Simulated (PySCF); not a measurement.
PySCF input:

```python
from pyscf import gto, scf, dft

mol = gto.M(
    atom='''
    Si   -0.51337665   -0.00660975   -0.14355654
    O     1.05076009    0.00529349    0.39038528
    H    -0.76878609   -1.14305302   -1.06335989
    H    -1.34976441   -0.14039284    1.06494663
    H    -0.85657056    1.24735561   -0.85949249
    H     1.75631349    0.08627886   -0.25538499
    ''',
    basis='def2-tzvpd',
    charge=0,
    spin=0,
    verbose=4,
)

mf = dft.RKS(mol, xc='m062x').density_fit(auxbasis='def2-universal-jkfit')
mf.grids.level = 4
mf.conv_tol = 1e-9
mf.max_cycle = 100
mf.max_memory = 1500
mf.kernel()
if not mf.converged:
    mf = mf.newton()
    mf.kernel(mf.make_rdm1())
mf.analyze()
```

Problem. Predict the final energy.

Solution. -367.14194 Eh (M06-2X/def2-TZVPD).
